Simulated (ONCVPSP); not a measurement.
Configuration tests for Fe (Z = 26) (ONCV)

| Property | Result |
| --- | --- |
| Element | iron |
| Generator | ONCVPSP 4.0.1 |
| Type | optimised norm-conserving Vanderbilt (ONCV) |
| Functional | PBE |
| Relativity | scalar-relativistic |
| Frozen core | [Ne] |
| Valence charge | 16 |
| Reference configuration | 3s2 3p6 3d7 4s1 |
| Partial waves | 3s+4s: rc 1.15 bohr, ncon 4, nbas 8, qcut 12.6 1/bohr, 2 projectors; 3p: rc 1.25 bohr, ncon 4, nbas 8, qcut 10 1/bohr, 2 projectors, debl 0.9 Ha; 3d: rc 1.45 bohr, ncon 3, nbas 8, qcut 10.5 1/bohr, 2 projectors, debl 2.1 Ha |
| Local potential | polynomial inside 1.10 bohr (lpopt 5, dvloc0 2 Ha) |
| Core correction | Teter function, fcfact 4.25, rcfact 1.6 |

In the p channel the program set the typed energies aside and used -2.045, 0.250 Ha.

Energies are relative to the spin-unpolarised reference configuration 3s2 3p6 3d7 4s1; without spin polarisation the order of configurations can differ from experiment.

```
valence configuration  charge  ΔE all-electron (eV)  error AE − PS (meV)
      3s2 3p6 3d6 4s2       0                 0.792                  +17
  3s2 3p6 3d6 4s0 4p2       0                 9.247                 +6.9
```

Q: What are ΔE and the potential's error for 3s2 3p6 3d6 4s1?

A: ΔE = 9.521 eV all-electron; the error (AE − PS) is +8.5 meV.

Q: What are ΔE and the potential's error for 3s2 3p6 3d6 4s0?

A: ΔE = 25.724 eV all-electron; the error (AE − PS) is +0.4 meV.

Levels in the configuration 3s2 3p6 3d6 4s0:

```json
{"level": "3s", "all-electron (eV)": "-112.472", "pseudo (eV)": "-112.466"}
{"level": "3p", "all-electron (eV)": "-78.514", "pseudo (eV)": "-78.509"}
{"level": "3d", "all-electron (eV)": "-25.717", "pseudo (eV)": "-25.704"}
```
